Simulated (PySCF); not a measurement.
Low-lying terms of Al⁺ (aluminium, charge +1)

Ground state [Ne] 3s2, ¹S. Computed with PySCF 2.14 in aug-cc-pV(T+d)Z with one added diffuse shell each of s, p, d, f type (7s6p5d3f, 71 functions), with no relativity, point nucleus. Vertical excitation energies in eV without spin-orbit coupling; excited terms of each kind are numbered among those the solver found. Frozen: [He] 2s2.

```csv
term,leading excitation,EOM-EE-CCSD,measured centre of gravity (NIST)
1 3P°,3s → p,4.649,4.651 (3s3p)
1 1P°,3s → p,7.473,7.421 (3s3p)
1 3S,3s → s,11.282,11.317 (3s4s)
1 3D,3s → d,11.806,11.847 (3s3d)
1 1S,3s → s,11.808,11.822 (3s4s)
2 3P°,3s → p,13.154,n/a
2 1P°,3s → p,13.351,n/a
1 1D,3s → d,13.728,n/a
2 3S,3s → s,14.878,n/a
2 1S,3s → s,15.036,n/a
2 3D,3s → d,15.051,n/a
1 3F°,3s → f,15.330,15.302 (3s4f)
1 1F°,3s → f,15.338,15.308 (3s4f)
2 1D,3s → d,15.487,n/a
```

Doubly excited terms such as np² are absent. The solver can miss terms. Rydberg members are limited by the diffuse functions of the basis.
